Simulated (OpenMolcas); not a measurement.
**OpenMolcas run: Co⁴⁺**

Input:

```
&GATEWAY
Coord
1

Co 0.0 0.0 0.0
Basis=ANO-R2
Group=XYZ
NoMove
AngMom=0.0 0.0 0.0
AMFI
&SEWARD
&RASSCF
FileOrb=start.orb
Symmetry=1
Spin=6
nActEl=5 0 0
Inactive=3 6
Ras2=5 0
CIRoot=1 1 1
SDav=1
CIMx=300
Iter=120 100
PrWF=0.3
OrbListing=Nothing
MaxOrb=0
Atom
>>> COPY $Project.JobIph JOB001
&RASSCF
FileOrb=start.orb
Symmetry=1
Spin=4
nActEl=5 0 0
Inactive=3 6
Ras2=5 0
CIRoot=24 24 1
SDav=24
CIMx=300
Iter=120 100
PrWF=0.3
OrbListing=Nothing
MaxOrb=0
Atom
>>> COPY $Project.JobIph JOB002
&RASSCF
FileOrb=start.orb
Symmetry=1
Spin=2
nActEl=5 0 0
Inactive=3 6
Ras2=5 0
CIRoot=75 75 1
SDav=75
CIMx=300
Iter=120 100
PrWF=0.3
OrbListing=Nothing
MaxOrb=0
Atom
>>> COPY $Project.JobIph JOB003
&RASSI
NrOfJobIphs=3 1 24 25
1
1 2 3 4 5 6 7 8 9 10 11 12 13 14 15 16 17 18 19 20 21 22 23 24
1 2 3 4 5 6 7 8 9 10 11 12 13 14 15 16 17 18 19 20 21 22 23 24 25
IphNames
JOB001
JOB002
JOB003
EJob
SpinOrbit
DIPRint=1.0
SOCoupling=1000.0
Subsets=2
MEES
Property=10
'ANGMOM' 1 'ANGMOM' 2 'ANGMOM' 3 'MLTPL  1' 1 'MLTPL  1' 2 'MLTPL  1' 3
'AMFI' 1 'AMFI' 2 'AMFI' 3 'MLTPL  2' 6
SOProperty=3
'ANGMOM' 1 'ANGMOM' 2 'ANGMOM' 3
```

Launched by
```bash
OMP_NUM_THREADS=1 MOLCAS_MEM=2252 MOLCAS_PROJECT=a pymolcas a.inp > a.log  # once for each step of the input, in one work folder
```

A driver script runs the steps one by one and writes start.orb anew before each from the orbitals found so far.

Output, cut to the results:

```
--- SEWARD ---
Basis set label: CO.ANO-R...7S5P4D2F1G.

      Electronic valence basis set:
      ------------------
      Associated Effective Charge  27.000000 au
      Associated Actual Charge     27.000000 au
      Nuclear Model: Finite nucleus - Gaussian distribution
        Gaussian exponent, Xi/bohr**(-2):  2.87167E+08

      Shell  nPrim  nBasis  Cartesian Spherical Contaminant
         s      20       7        X
         p      12       5        X
         d       9       4                 X
         f       5       2                 X
         g       4       1                 X
                  Relativistic X2C integrals
                  Atomic mean-field integrals
--- RASSCF ---
Wave function specifications:
      -----------------------------

      Number of closed shell electrons          18
      Number of electrons in active shells       5
      Max number of holes in RAS1 space          0
      Max nr of electrons in RAS3 space          0
      Number of inactive orbitals                9
      Number of active orbitals                  5
      Number of secondary orbitals              51
      Spin quantum number                      2.5
      State symmetry                             1
Orbital specifications:
      -----------------------

      Symmetry species                           1   2
                                                ag  au
      Frozen orbitals                            0   0
      Inactive orbitals                          3   6
      Active orbitals                            5   0
      RAS1 orbitals                              0   0
      RAS2 orbitals                              5   0
      RAS3 orbitals                              0   0
      Secondary orbitals                        28  23
      Deleted orbitals                           0   0
      Number of basis functions                 36  29
      Number of CSFs                             1
      Number of root(s) required                 1
      Iter CI   SX   CI       RASSCF       Energy    max ROT     max BLB   max BLB  Level Ln srch  Step   QN
          iter iter root      energy       change     param      element    value   shift minimum  type update
 Nr of preliminary CI iterations:   1
      Total energies have been shifted. Add                -1000.00 au
        1   1    9    1  -387.45177363    0.00E+00  -2.00E-01*   4   7 2  6.75E-01*  0.00   0.00    SX    NO
        2   1    9    1  -388.06648513   -6.15E-01* -3.21E-02    6  12 2  3.25E-01*  0.00   0.00    SX    NO
        3   1    9    1  -388.11098949   -4.45E-02*  2.54E-02    5  11 2 -1.00E-01*  0.00   0.00    SX    NO
        4   1    9    1  -388.11892773   -7.94E-03* -1.43E-02    5  11 2  5.93E-02*  0.00   0.00    SX    NO
        5   1    9    1  -388.12104252   -2.11E-03* -5.19E-03    4  10 2 -3.08E-02*  0.00   0.65    QN   YES
        6   1    7    1  -388.12194566   -9.03E-04* -1.67E-04    6  12 2 -7.52E-04*  0.00   1.03    QN   YES
        7   1    5    1  -388.12194652   -8.56E-07*  5.85E-06    3  12 1  3.69E-05   0.00   1.00    QN   YES
        8   1    5    1  -388.12194652   -1.21E-09   1.39E-06    3  12 1  6.15E-06   0.00   0.98    QN   YES
      Convergence after  8 iterations
        9   1    5    1  -388.12194652   -3.89E-11   1.39E-06    1  10 2 -2.46E-07   0.00   0.98    QN   YES
      Natural orbitals and occupation numbers for root  1
      sym 1:   1.000000   1.000000   1.000000   1.000000   1.000000
::    RASSCF root number  1 Total energy:  -1388.12194652
--- RASSCF ---
Wave function specifications:
      -----------------------------

      Number of closed shell electrons          18
      Number of electrons in active shells       5
      Max number of holes in RAS1 space          0
      Max nr of electrons in RAS3 space          0
      Number of inactive orbitals                9
      Number of active orbitals                  5
      Number of secondary orbitals              51
      Spin quantum number                      1.5
      State symmetry                             1
Orbital specifications:
      -----------------------

      Symmetry species                           1   2
                                                ag  au
      Frozen orbitals                            0   0
      Inactive orbitals                          3   6
      Active orbitals                            5   0
      RAS1 orbitals                              0   0
...
--- RASSI ---
SPIN-FREE ENERGIES:
  (Shifted by EMIN (a.u.) =      -1388.1219465179)

 SF State       Relative EMIN(au)   Rel lowest level(eV)    D:o, cm**(-1)      L_eff

     1             0.0000000000        0.0000000000              0.0000         0.0
     2             0.1940497261        5.2803620468          42588.9921         4.0
     3             0.1940497261        5.2803620468          42588.9921         4.0
     4             0.1940497261        5.2803620468          42588.9921         4.0
     5             0.1940497261        5.2803620468          42588.9921         4.0
     6             0.1940497261        5.2803620468          42588.9921         4.0
     7             0.1940497261        5.2803620468          42588.9921         4.0
     8             0.1940497261        5.2803620468          42588.9921         4.0
     9             0.1940497261        5.2803620468          42588.9921         4.0
    10             0.1940497261        5.2803620468          42588.9921         4.0
    11             0.2242870147        6.1031605871          49225.3099         1.0
    12             0.2242870147        6.1031605871          49225.3099         1.0
    13             0.2242870147        6.1031605871          49225.3099         1.0
    14             0.2408525945        6.5539329772          52861.0344         2.0
    15             0.2408525945        6.5539329772          52861.0344         2.0
    16             0.2408525945        6.5539329772          52861.0344         2.0
    17             0.2408525945        6.5539329772          52861.0344         2.0
    18             0.2408525945        6.5539329772          52861.0344         2.0
    26             0.2764510611        7.5226166005          60673.9947         6.0
    27             0.2764510611        7.5226166005          60673.9947         6.0
    28             0.2764510611        7.5226166005          60673.9947         6.0
...
```

Levels above the lowest, from the spin-orbit matrix, grouped by J:

```csv
Configuration,Term,J,E (cm⁻¹),Measured (cm⁻¹),Term weight %
3d⁵,⁶S,5/2,0.0,0.0,100
3d⁵,⁴G,5/2,42542,,100
3d⁵,⁴G,7/2,42584,,100
3d⁵,⁴G,9/2,42619,,100
3d⁵,⁴G,11/2,42633,37218,100
3d⁵,⁴P,5/2,48929,40753,93
3d⁵,⁴P,3/2,49041,40891,95
3d⁵,⁴P,1/2,49202,41024,98
3d⁵,⁴D,7/2,52838,44709,100
3d⁵,⁴D,1/2,52973,44908,98
3d⁵,⁴D,3/2,53095,,95
3d⁵,⁴D,5/2,53129,,93
```

Against the 6 measured excited levels shown (Sugar and Corliss, J. Phys. Chem. Ref. Data 10, 1097 (1981)) the mean absolute deviation is 7700 cm-1; the largest miss in energy is 3d⁵ ⁴P_1/2: computed 49202, measured 41024 cm⁻¹ (+19.9 %).

Some high roots are left out of the spin-orbit mixing, which shifts the levels that they would mix with. Without dynamic correlation excited terms often stand tens of per cent too high (terms of higher spin than the ground term too low), and those without a measured partner can miss by more than the paired ones. Computed and measured levels are paired by configuration, term and J; levels that our copy of the source lacks, or whose pairing is in doubt (as where it misses far off the trend of its configuration), stay unpaired and out of the deviations. Only configurations of the active space appear. The first state left out of the spin-orbit step lies near 75000 cm-1 above the lowest spin-free state of the reference (among the parities and spins computed), and the list stops at four fifths of that energy or lower.

The RASSCF and RASSI steps took 12 s on 1 thread of Intel(R) Xeon(R) 6975P-C (Granite Rapids), on a shared host; the integral step is not counted.

The term weight is that of the spin-free term in the level, not the purity of its configuration.
